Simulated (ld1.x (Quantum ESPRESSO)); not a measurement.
# germanium (Ge), TM semilocal: configuration errors across variants

ld1.x (Quantum ESPRESSO) 7.5 input, shortened:

```
&input
   title='Ge', zed=32., rel=1, dft='PBESOL', iswitch=3,
   config='[Ar] 3d10 4s2 4p0.5 4d-2'
 /
 &inputp
   pseudotype=1, tm=.true., lloc=0,
   nlcc=.true.
 /
3
4P  2  1   0.50   0.00  1.95  1.95  0.0
4D  3  2  -2.00   0.05  1.55  1.55  0.0
4S  1  0   2.00   0.00  1.55  1.55  0.0
 &test
   configts(1)='4s2 4p0.5'
 /
```

All-electron excitation energies from the reference (eV): (1) 4s2 4p2 -14.108; (2) 4s2 4p1 -6.655; (3) 4s2 4p0 8.793; (4) 4s0 4p4 2.104; (5) 4s2 4p2.3 -14.991; (6) 4s2 4p1.5 -11.304; (7) 4s1 4p2 2.074.

A semilocal file is local in each channel, so a ghost entry of none says nothing of the separable form that plane-wave codes build from it.

Errors AE − PS in meV (a dash: test not solved or not reliable):

| change | (1) | (2) | (3) | (4) | (5) | (6) | (7) | bound ghosts |
| --- | --- | --- | --- | --- | --- | --- | --- | --- |
| base | -11 | -2.2 | -7.1 | -23 | -13 | -7.3 | -6.1 | none |
| all radii but the core radius scaled by about 0.78 (s 1.22, p 1.52, d 1.22 bohr) | -8.5 | -1.8 | -6.4 | -26 | -9.2 | -5.7 | -6.7 | none |
| all radii but the core radius scaled by about 0.84 (s 1.30, p 1.64, d 1.30 bohr) | -10 | -2.0 | -6.7 | -27 | -11 | -6.5 | -7.1 | none |
| all radii but the core radius scaled by about 1.16 (s 1.80, p 2.26, d 1.80 bohr) | -11 | -2.3 | -7.4 | -18 | -12 | -7.3 | -4.7 | none |
| all radii but the core radius scaled by about 1.26 (s 1.96, p 2.46, d 1.96 bohr) | -10 | -2.3 | -7.8 | -19 | -11 | -7.1 | -5.0 | none |
| all radii but the core radius scaled by about 1.38 (s 2.14, p 2.68, d 2.14 bohr) | -9.0 | -2.3 | -8.0 | -27 | -9.0 | -6.6 | -7.1 | none |

Question: Give the same row for: all radii but the core radius scaled by about 1.09 (s 1.68, p 2.12, d 1.68 bohr).

Answer: -11, -2.3, -7.3, -19, -13, -7.4, -5.0; bound ghosts: none.
